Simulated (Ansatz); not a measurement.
`N#[C][SnH]([C]#N)[C]#N` + `c1cc[nH]c1` → `N#Cc1ccc[nH]1` + `N#[C][SnH2][C]#N`  (formal exchange of groups at a C–Sn bond)

Calculated with Ansatz (gas phase, PBE0-D4/def2-TZVP geometries, no zero-point term in ΔE). CCSD(T)/CBS is the MP2 limit (def2-TZVPP, def2-QZVPP) plus CCSD(T) − MP2 in def2-TZVPP, frozen cores. Functionals use def2-TZVPP. B3LYP here is the variant with VWN-RPA as its local correlation; programs differ in this. HSE06 is defined as in plane-wave codes. Elements past krypton have def2 core potentials. For Sn outer-core shells are correlated without core-valence functions, which leaves a few kJ/mol of doubt a bond.

`N#[C][SnH]([C]#N)[C]#N`:

Cartesian coordinates in Å:
```
N -2.234 -1.703 -1.267
C -1.323 -1.082 -0.936
Sn 0.353 0.033 -0.392
C 1.152 -0.875 1.306
N 1.625 -1.378 2.227
C -0.341 1.908 0.200
N -0.706 2.957 0.503
H 1.475 0.139 -1.640
```

`c1cc[nH]c1`:

```xyz
10

C     0.126    0.770    0.898
C     0.355   -0.627    0.947
C     0.092   -1.128   -0.302
N    -0.285   -0.085   -1.095
C    -0.269    1.075   -0.379
H     0.238    1.474    1.708
H     0.676   -1.202    1.801
H     0.142   -2.134   -0.685
H    -0.537   -0.160   -2.063
H    -0.537    2.017   -0.830
```

`N#Cc1ccc[nH]1`:

```xyz
11

N    -0.336   -2.657    2.025
C    -0.181   -1.739    1.344
C    -0.004   -0.619    0.509
C     1.078    0.225    0.357
C     0.724    1.182   -0.611
C    -0.558    0.898   -1.023
N    -0.990   -0.190   -0.342
H     2.008    0.143    0.895
H     1.337    1.993   -0.971
H    -1.188    1.389   -1.746
H    -1.890   -0.626   -0.436
```

`N#[C][SnH2][C]#N`:

Cartesian coordinates in Å:
```
N 1.473 1.522 -1.973
C 0.743 1.036 -1.227
Sn -0.635 0.193 0.113
C 0.407 -1.385 1.023
N 0.947 -2.259 1.543
H -1.013 1.340 1.292
H -1.923 -0.448 -0.770
```

| level | ΔE (kJ/mol) | difference from CCSD(T)/CBS |
| --- | --- | --- |
| PBE-D4 | -25.6 | -27.3 |
| BHLYP-D4 | -13.6 | -15.3 |
| CAM-B3LYP-D4 | -15.7 | -17.4 |
| revPBE | -21.0 | -22.7 |
| BLYP | -19.9 | -21.6 |
| PBE0 | -21.7 | -23.4 |
| B3LYP | -18.5 | -20.2 |
| HSE06 | -22.1 | -23.8 |
| LC-ωPBE | -11.7 | -13.4 |
| HF/def2-SVP | -15.0 | -16.7 |
| MP2/def2-SVP | -16.2 | -17.9 |
| HF/def2-TZVPP | -3.5 | -5.2 |
| HF/def2-QZVPP | -2.7 | -4.4 |
| MP2/def2-QZVPP | -2.2 | -3.9 |
| MP2/CBS(def2) | -1.3 | -3.0 |
| CCSD/CBS(def2) | 2.9 | 1.2 |
| CCSD(T)/CBS | 1.7 | 0 |

Largest T1 diagnostic among the species: 0.015.

From PBE to PBE0 (25 % exact exchange), in def2-TZVPP and without D4, ΔE moves by +3.5 kJ/mol. Leaving LDA and LC-ωPBE aside and taking each functional with its dispersion term where it has one, the values, not all of them listed here, spread over 18.3 kJ/mol, from B97M-V to ωB97M-V. LDA lies −15.9 kJ/mol from PBE without D4. At CCSD(T), def2-SVP lies −15.3 kJ/mol from the extrapolated value and def2-TZVPP −2.8 kJ/mol.
